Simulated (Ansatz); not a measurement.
Conformers of C8H18O, SMILES `CCCCCCCCO`, each relaxed with PBE0-D4/def2-TZVP in Ansatz. CBS adds the triple-zeta coupled-cluster correction to the MP2 limit.

Not all of them had a frequency check.

Conformer A:

Cartesian coordinates in Å:
```
C -1.353 0.253 -2.659
C -2.503 -0.257 -1.804
C -2.110 -1.235 -0.703
C -1.132 -0.681 0.337
C 0.330 -1.004 0.057
C 1.300 -0.444 1.089
C 1.419 1.072 1.073
C 2.383 1.614 2.113
O 3.721 1.208 1.910
H -1.719 0.894 -3.464
H -0.642 0.840 -2.073
H -0.803 -0.574 -3.117
H -3.016 0.598 -1.348
H -3.243 -0.740 -2.451
H -1.684 -2.140 -1.153
H -3.027 -1.556 -0.199
H -1.273 0.403 0.416
H -1.381 -1.085 1.325
H 0.437 -2.095 0.021
H 0.615 -0.642 -0.936
H 0.994 -0.775 2.091
H 2.287 -0.884 0.904
H 0.441 1.529 1.254
H 1.747 1.404 0.081
H 2.398 2.706 2.072
H 2.040 1.331 3.119
H 3.773 0.259 2.045
```

Conformer B:

Z-matrix (Å, degrees):
```
C
C 1 1.520
H 1 1.092 2 111.3
H 1 1.094 2 110.9 3 -119.8
H 1 1.093 2 112.1 3 120.3
C 2 1.524 1 113.9 3 177.9
H 2 1.095 1 108.9 3 56.9
H 2 1.095 1 109.9 3 -58.3
C 6 1.526 2 116.2 1 65.6
H 6 1.096 2 108.8 1 -172.1
H 6 1.097 2 108.5 1 -57.2
C 9 1.533 6 114.4 2 64.3
H 9 1.094 6 109.8 2 -60.3
H 9 1.094 6 107.5 2 -174.5
C 12 1.532 9 116.3 6 -93.1
H 12 1.096 9 109.5 6 144.2
H 12 1.096 9 108.0 6 30.0
C 15 1.525 12 114.6 9 -89.7
H 15 1.094 12 110.1 9 34.1
H 15 1.094 12 109.0 9 149.8
C 18 1.516 15 115.3 12 63.5
H 18 1.098 15 108.6 12 -175.1
H 18 1.096 15 109.7 12 -59.2
O 21 1.412 18 112.5 15 178.4
H 21 1.101 18 109.9 15 54.3
H 21 1.092 18 110.8 15 -63.9
H 24 0.961 21 108.1 18 -56.3
```

**Question.** Which is lowest in electronic energy at CCSD(T)/CBS (frozen core, def2 sets), and by how much? (An estimate is asked.)

**Answer.** Ansatz gave: A; B lies 7.6 kJ/mol higher.

**Question.** Give the energies relative to A (kJ/mol) with r2SCAN-D4/def2-TZVPP, B3LYP-D4/def2-TZVPP, B2PLYP/def2-TZVPP, r2SCAN/def2-TZVPP, SCS-MP2/def2-TZVPP, CCSD/def2-TZVPP, CCSD(T)/def2-TZVPP. (An estimate is asked.)

**Answer.** Computed: 
| level | B |
| --- | --- |
| r2SCAN-D4/def2-TZVPP | 8.1 |
| B3LYP-D4/def2-TZVPP | 7.7 |
| B2PLYP/def2-TZVPP | 10.4 |
| r2SCAN/def2-TZVPP | 9.4 |
| SCS-MP2/def2-TZVPP | 8.1 |
| CCSD/def2-TZVPP | 8.2 |
| CCSD(T)/def2-TZVPP | 7.3 |

B3LYP here is the variant with VWN-RPA as its local correlation; programs differ in this.
